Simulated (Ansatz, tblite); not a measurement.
Cost and result up the ladder for phenanthrenequinone (C₁₄H₈O₂) (24 atoms). The state is a singlet with charge 0. Geometry: PBE-D4/def2-SVP.

Cartesian coordinates in Å:
```
O 0.974 -0.601 -3.348
C 0.758 -0.329 -2.174
C 1.824 0.455 -1.370
O 2.865 0.788 -1.921
C 1.525 0.768 0.054
C 2.496 1.482 0.782
C 2.285 1.812 2.122
C 1.084 1.421 2.740
C 0.113 0.710 2.024
C 0.304 0.365 0.668
C -0.715 -0.386 -0.102
C -1.934 -0.801 0.478
C -2.891 -1.510 -0.260
C -2.660 -1.829 -1.609
C -1.462 -1.430 -2.204
C -0.493 -0.717 -1.469
H 3.418 1.764 0.251
H 3.046 2.371 2.687
H 0.899 1.672 3.796
H -0.812 0.423 2.541
H -2.152 -0.571 1.530
H -3.829 -1.816 0.227
H -3.413 -2.386 -2.187
H -1.230 -1.654 -3.257
```

Ansatz on 4 threads of Arm Neoverse V2 on a shared host; xTB runs through tblite on one thread. Times are rough, summed over both states, and most runs start from the orbitals of an earlier one. PBE0-D4/def2-SVP serves as the yardstick here, not as an exact answer. The other state is a doublet.

The xTB rows come from tblite. HOMO above LUMO, or a gap near zero within one spin, warns that the state may not be the lowest or that an electron is smeared out.

Raw xTB energies of ions are shifted by several eV.

| level | functions | wall time | vertical IE (eV) | difference from PBE0-D4/def2-SVP (eV) | remarks |
| --- | --- | --- | --- | --- | --- |
| GFN2-xTB | 72 | 0.037 s | 13.02 | 4.42 | – |
| GFN1-xTB | 80 | 0.04 s | 14.17 | 5.56 | – |
| PBE-D4/def2-SVP | 264 | 21 s | 8.10 | -0.51 | gap within one spin near zero (+1 doublet) |
| PBE0-D4/def2-SVP | 264 | 52 s | 8.61 | 0.00 | – |
